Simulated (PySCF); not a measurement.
H₇NO₃SSi₂, SMILES N[SiH2]S[Si](O)(O)O, singlet, PBE0/def2-SVP optimised geometry.

```
14

Si    -0.52    -1.95     1.53
O      1.01    -2.04     2.15
O     -1.45    -2.92     2.48
O     -0.49    -2.37    -0.04
S     -1.34     0.05     1.72
Si    -0.49     0.97     0.00
N     -0.93     0.03    -1.42
H      1.06    -2.11     3.10
H     -2.38    -3.01     2.23
H     -0.65    -1.64    -0.68
H      1.00     0.97     0.00
H     -1.00     2.37     0.00
H     -1.91     0.05    -1.71
H     -0.34     0.15    -2.24
```

Density from PBE0/def2-TZVP (PySCF) at that geometry.

Minimum of the electron density along straight lines between bonded atoms, close to the bond critical point (lines longer than 1.1 times the sum of covalent radii, or with two minima, are not listed):

```json
[
 {"bond": "Si1–O2", "length / Å": "1.644", "ρ at the minimum / e bohr⁻³": "0.142", "∇²ρ there / e bohr⁻⁵": "0.83", "position (fraction from the first atom)": "0.41"},
 {"bond": "Si1–O3", "length / Å": "1.649", "ρ at the minimum / e bohr⁻³": "0.140", "∇²ρ there / e bohr⁻⁵": "0.81", "position (fraction from the first atom)": "0.41"},
 {"bond": "Si1–O4", "length / Å": "1.630", "ρ at the minimum / e bohr⁻³": "0.147", "∇²ρ there / e bohr⁻⁵": "0.88", "position (fraction from the first atom)": "0.41"},
 {"bond": "Si1–S5", "length / Å": "2.175", "ρ at the minimum / e bohr⁻³": "0.094", "∇²ρ there / e bohr⁻⁵": "0.07", "position (fraction from the first atom)": "0.36"},
 {"bond": "S5–Si6", "length / Å": "2.133", "ρ at the minimum / e bohr⁻³": "0.100", "∇²ρ there / e bohr⁻⁵": "0.10", "position (fraction from the first atom)": "0.64"},
 {"bond": "Si6–N7", "length / Å": "1.761", "ρ at the minimum / e bohr⁻³": "0.124", "∇²ρ there / e bohr⁻⁵": "0.48", "position (fraction from the first atom)": "0.40"},
 {"bond": "O2–H8", "length / Å": "0.962", "ρ at the minimum / e bohr⁻³": "0.354", "∇²ρ there / e bohr⁻⁵": "-2.42", "position (fraction from the first atom)": "0.81"},
 {"bond": "O3–H9", "length / Å": "0.961", "ρ at the minimum / e bohr⁻³": "0.355", "∇²ρ there / e bohr⁻⁵": "-2.43", "position (fraction from the first atom)": "0.81"},
 {"bond": "O4–H10", "length / Å": "0.985", "ρ at the minimum / e bohr⁻³": "0.324", "∇²ρ there / e bohr⁻⁵": "-2.17", "position (fraction from the first atom)": "0.82"},
 {"bond": "Si6–H11", "length / Å": "1.490", "ρ at the minimum / e bohr⁻³": "0.123", "∇²ρ there / e bohr⁻⁵": "0.14", "position (fraction from the first atom)": "0.49"},
 {"bond": "Si6–H12", "length / Å": "1.492", "ρ at the minimum / e bohr⁻³": "0.122", "∇²ρ there / e bohr⁻⁵": "0.14", "position (fraction from the first atom)": "0.49"},
 {"bond": "N7–H13", "length / Å": "1.018", "ρ at the minimum / e bohr⁻³": "0.329", "∇²ρ there / e bohr⁻⁵": "-1.60", "position (fraction from the first atom)": "0.74"},
 {"bond": "N7–H14", "length / Å": "1.018", "ρ at the minimum / e bohr⁻³": "0.328", "∇²ρ there / e bohr⁻⁵": "-1.59", "position (fraction from the first atom)": "0.74"}
]
```
